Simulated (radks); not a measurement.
Question: S9+, configuration [He] 2s2 2p3. Calculated with a radial shooting solver on a logarithmic mesh with Libxc functionals: non-relativistic Kohn-Sham, r2SCAN, spin-unpolarised, spherical densities, point nucleus; meta-GGA in the generalised Kohn-Sham scheme. Some entries of the table are withheld. Estimate them.

| orbital | occ. | eigenvalue (hartree) | <1/r> (bohr^-1) | r(max) (bohr) |
|---|---|---|---|---|
| 1s | 2 | -100.0771 | (1) | 0.06367 |
| 2s | 2 | (2) | 3.327 | 0.3715 |
| 2p | 3 | -15.25178 | 3.249 | 0.3044 |
| 3s | 0 | -5.90888 | 1.259 | 1.074 |
| 3p | 0 | -5.41995 | 1.218 | 1.061 |

Answer: 
(1) 1s <1/r> (bohr^-1): 15.59
(2) 2s eigenvalue (hartree): -17.01183
